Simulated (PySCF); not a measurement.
**Electron correlation in Ti (titanium, neutral)**

[Ar] 3d2 4s2, high-spin 3F determinant. Computed with PySCF 2.14 in pcseg-2, with no relativity, point nucleus. Frozen: [Ar]; 4 electrons correlated.

MP2 pair energies summed by pair of shells (mhartree):

```csv
pair,energy,share (%)
4s-4s,-19.69,54.0
3d-4s,-12.25,33.6
3d-3d,-4.51,12.4
```

Total MP2 correlation energy: -36.44 mhartree.

Same-spin part -9.55 and opposite-spin part -26.89 mhartree; SCS-MP2 scales them by 1/3 and 6/5 to -35.45 mhartree.
